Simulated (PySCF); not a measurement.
H4N2O2W, SMILES [OH][W](=[NH])(=[O])[NH2], multiplicity 1. Atoms are numbered in the order given.

```xyz
9

W      0.0395     0.0073    -0.0089
O      1.6114     0.2251     0.6315
N      0.0434    -0.9188    -1.5019
H      0.5937    -1.4013    -2.2076
O     -0.7479     1.7094    -0.3186
H     -1.2183     1.9711    -1.1159
N     -1.0038    -1.0480     1.2484
H     -0.8809    -0.9862     2.2556
H     -1.5994    -1.8314     1.0011
```

The structure is a stationary point at PBE0-D3(BJ)/def2-SVP. The spin state was assumed, not searched. The structure was generated by enumeration; whether it is a known compound was not checked. The def2 effective core potentials stand for the cores of W; spin–orbit coupling is left out. The values are those of a single conformer.

The numbers are results of PySCF with TDA-PBE0/def2-SVPD, not measurements.

Vertical excitations. Gas-phase values at a fixed geometry.

| state | energy (eV) | λ (nm) | f | main pairs |
|---|---|---|---|---|
| S1 | 5.05 | 246 | 0.000 | HOMO→LUMO 56 %, HOMO−1→LUMO 32 % |
| S2 | 5.37 | 231 | 0.000 | HOMO−1→LUMO 57 %, HOMO→LUMO+1 21 %, HOMO→LUMO 11 %, HOMO−1→LUMO+1 10 % |
| S3 | 5.57 | 223 | 0.029 | HOMO→LUMO+1 47 %, HOMO→LUMO 19 %, HOMO−2→LUMO+1 17 % |
| S4 | 5.77 | 215 | 0.010 | HOMO−1→LUMO+1 50 %, HOMO−2→LUMO 32 %, HOMO−2→LUMO+1 9 % |
| S5 | 6.29 | 197 | 0.020 | HOMO−2→LUMO+1 28 %, HOMO−3→LUMO+1 22 %, HOMO−3→LUMO 18 %, HOMO−2→LUMO 12 % |
| S6 | 6.36 | 195 | 0.015 | HOMO→LUMO+2 30 %, HOMO−2→LUMO+1 23 %, HOMO−3→LUMO 11 %, HOMO−1→LUMO+1 10 % |
| S7 | 6.52 | 190 | 0.028 | HOMO→LUMO+2 27 %, HOMO−1→LUMO+3 17 %, HOMO−4→LUMO 9 %, HOMO−3→LUMO 8 % |
| S8 | 6.53 | 190 | 0.030 | HOMO→LUMO+3 46 %, HOMO→LUMO+2 24 % |
| S9 | 6.61 | 187 | 0.006 | HOMO−3→LUMO+1 45 %, HOMO→LUMO+3 11 %, HOMO−1→LUMO+3 10 %, HOMO−3→LUMO 10 % |
| S10 | 6.70 | 185 | 0.031 | HOMO−3→LUMO 16 %, HOMO−1→LUMO+2 15 %, HOMO→LUMO+3 12 %, HOMO−2→LUMO 9 % |
| T1 | 4.49 | 276 | 0 | HOMO→LUMO 67 %, HOMO−2→LUMO 20 % |
| T2 | 4.66 | 266 | 0 | HOMO−1→LUMO 57 %, HOMO−1→LUMO+1 18 %, HOMO→LUMO 10 % |
| T3 | 4.84 | 256 | 0 | HOMO→LUMO+1 90 % |
| T4 | 5.01 | 247 | 0 | HOMO−1→LUMO+1 67 %, HOMO−1→LUMO 22 % |
Triplets are in the Tamm–Dancoff approximation.
